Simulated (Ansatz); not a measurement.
Relaxation of C₃H₅ISi (10 atoms, charge 0, multiplicity 1), to a largest force component of 0.02 eV/Å in at most 50 steps.

Level of theory: RKS PBE/def2-SVP (Ansatz).

```xyz
10
Properties=species:S:1:pos:R:3
Si -1.534 -0.222 0.631
C 0.210 -0.336 0.821
C 0.994 -0.034 -0.160
C 1.929 0.266 -1.108
I 1.250 1.435 -2.649
H -2.260 -0.660 1.841
H -2.031 -0.980 -0.530
H -1.933 1.259 0.414
H 0.587 -0.656 1.822
H 0.623 0.100 -1.176
```

Question: Where does it end, and by what steps?

Answer: The run converged. The force dipped under the threshold on the way, but the program's further checks kept it going. After 26 steps the energy has fallen by 4.840 eV; H10 moved furthest, 1.78 Å. Parted: C3–H10, I5–H10.

```csv
step,energy less start (eV),largest force component (eV/Å),accepted
0,0.0000,4.701,yes
1,-1.1208,2.444,yes
2,-1.7999,1.300,yes
3,-2.1912,1.605,yes
4,-2.5730,2.026,yes
5,-3.0921,2.258,yes
6,-3.4438,2.057,yes
7,-3.8267,2.117,yes
8,-4.2720,1.472,yes
9,-4.5844,0.589,yes
10,-4.6965,0.306,yes
11,-4.7380,0.910,yes
12,-4.7797,0.387,yes
13,-4.8004,0.187,yes
14,-4.8177,0.182,yes
15,-4.8240,0.294,yes
16,-4.8267,0.190,yes
17,-4.8321,0.074,yes
18,-4.8331,0.157,yes
19,-4.8368,0.021,yes
20,-4.8381,0.090,yes
21,-4.8388,0.052,yes
22,-4.8394,0.025,yes
23,-4.8392,0.054,no
24,-4.8397,0.019,yes
25,-4.8399,0.028,yes
26,-4.8400,0.017,yes
```

```xyz
10
Properties=species:S:1:pos:R:3
Si -1.806 -0.122 0.868
C 0.074 0.052 0.816
C 0.772 -0.015 -0.304
C 1.432 -0.081 -1.435
I 1.838 1.639 -2.624
H -2.185 -1.288 1.744
H -2.327 -0.339 -0.523
H -2.415 1.121 1.461
H 0.616 0.217 1.768
H 1.835 -1.010 -1.867
```

Whether the end is a true minimum wasn't checked by a vibrational analysis.

The run took 100 s on 2 threads of Arm Neoverse N1, on a shared host, peak memory 0.15 GiB.
